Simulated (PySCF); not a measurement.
BeF⁺: energy against distance

Set-up: Be cc-pVTZ, F cc-pVTZ; no relativity (PySCF 2.14). Energies in eV from Be⁺ + F in their ground configurations at the same level. State: ¹Σ⁺ (singlet), closed shell.

Curves on a restricted Hartree–Fock reference rise too fast on stretching and do not dissociate correctly.

```csv
R (Å),RHF-MP2,r²SCAN,RHF-SCS-MP2,RHF-CCSD
1.133,-5.011,-4.802,-4.863,
1.185,-5.694,-5.474,-5.543,-5.373
1.238,-6.087,-5.858,-5.932,-5.749
1.278,-6.237,-6.004,-6.080,-5.887
1.317,-6.291,-6.054,-6.132,-5.929
1.357,-6.269,-6.029,-6.107,-5.895
1.409,-6.147,-5.905,-5.982,-5.758
1.475,-5.886,-5.644,-5.719,-5.481
1.554,-5.469,-5.229,-5.299,-5.045
1.659,-4.817,-4.584,-4.646,
```

Question: Put a parabola through the three lowest points of the RHF-MP2 curve and estimate Re, k and ωe (reduced mass 6.113 u; 1 eV/Å² = 0.16022 mdyn/Å; ωe = 1302.8·√(k/μ) cm⁻¹).

Answer: Through R = 1.278, 1.317, 1.357 Å the second-order coefficient is 24.5 eV/Å², so Re ≈ 1.326 Å, k ≈ 7.85 mdyn/Å and ωe ≈ 1476 cm⁻¹. A polynomial fit of higher order to the unrounded RHF-MP2 energies gives Re = 1.324 Å, k = 7.52 mdyn/Å, ωe = 1445 cm⁻¹; anharmonicity and rounding make the difference.

The higher-order fit for each curve: RHF-MP2: Re = 1.324 Å, ωe = 1445 cm⁻¹, De = 6.29 eV; r²SCAN: Re = 1.322 Å, ωe = 1443 cm⁻¹, De = 6.05 eV; RHF-SCS-MP2: Re = 1.323 Å, ωe = 1450 cm⁻¹, De = 6.13 eV; RHF-CCSD: Re = 1.318 Å, ωe = 1468 cm⁻¹, De = 5.93 eV.

Correlated steps freeze 1 core orbital. For an ion De counts to the pair picked by the measured ionisation energies or electron affinities, which need not be the lowest pair at this level. Where the molecule has an RHF reference, its open-shell atoms are computed with UHF.
